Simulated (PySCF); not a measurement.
A structure optimised at B3LYP-D3(BJ)/def2-SVP, used in a PySCF frequency run:

```
Sb
Br 1 2.4845
Br 1 2.4845 2 107.38
Br 1 2.4845 2 107.38 3 115.21
```
Charge +1, spin multiplicity 2.

Write its SMILES, formula and point group.

[Br][Sb+]([Br])[Br], Br3Sb, C3v

What are its rotational constants (standard atomic weights)?

0.71434, 0.71434, 0.39446 GHz
